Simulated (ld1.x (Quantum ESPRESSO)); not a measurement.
**Which change was made? (Zr, RRKJ)**

Zr, norm-conserving RRKJ (Kleinman–Bylander form), made with ld1.x (Quantum ESPRESSO) 7.5 (LDA (PZ), scalar-relativistic). Core [Ar] 3d10, reference 4s2 4p6 4d2 5s0 5p0 (charge +2). Waves: 4s (bound): rc 1.40 bohr; 4p (bound): rc 2.35 bohr; 4d (bound): rc 2.80 bohr. Local part: the d channel. Core correction: Bessel-smoothed model core, default radius (core density twice the valence density). rho0 = 0.01.

Cutoffs, loose and tight: the cutoffs (Ry, on a coarse ladder) from which the occupation-weighted sum of valence levels, in a spherical-Bessel basis at the reference potential, stays within 10 and 1 mRy of its value at 400 Ry. They do not see the model core or the augmentation charge, which bear on the density cutoff. Test errors are all-electron minus pseudo excitation energies from the reference, over the configurations 4s2 4p6 4d2 5s2 5p0; 4s2 4p6 4d2 5s1 5p0; 4s2 4p6 4d1 5s0 5p0; 4s2 4p6 4d1 5s2 5p1; 4s1 4p6 4d2 5s2 5p0; 4s2 4p6 4d2 5s1 5p1; 4s2 4p6 4d3 5s0 5p0 (two spin-polarised tests are not counted in the largest error); variants that change the core or the reference have their own tests.

The base gives: outcome: generated; cutoff, loose: 70 Ry; cutoff, tight: 90 Ry; bound ghosts: none; largest test error (meV): -80.

Question: After one change the result is: outcome: generated; cutoff, loose: 40 Ry; cutoff, tight: 45 Ry; bound ghosts: none; largest test error (meV): +157. Which change was it?
A. wave 4d (bound): rc 2.80 bohr becomes 4d (bound): rc 3.02 bohr
B. local potential all-electron potential smoothed inside 1.20 bohr (lloc = -1)
C. wave 4p (bound): rc 2.35 bohr becomes 4p (bound): rc 2.90 bohr
D. wave 4s (bound): rc 1.40 bohr becomes 4s (bound): rc 1.80 bohr

Answer: D. The others give: wave 4p (bound): rc 2.35 bohr becomes 4p (bound): rc 2.90 bohr → outcome: generated; cutoff, loose: 70 Ry; cutoff, tight: 90 Ry; bound ghosts: none; largest test error (meV): -244 | wave 4d (bound): rc 2.80 bohr becomes 4d (bound): rc 3.02 bohr → outcome: generated; cutoff, loose: 70 Ry; cutoff, tight: 90 Ry; bound ghosts: none; largest test error (meV): +328 | local potential all-electron potential smoothed inside 1.20 bohr (lloc = -1) → outcome: generated; cutoff, loose: 70 Ry; cutoff, tight: 90 Ry; bound ghosts: none; largest test error (meV): +1982.
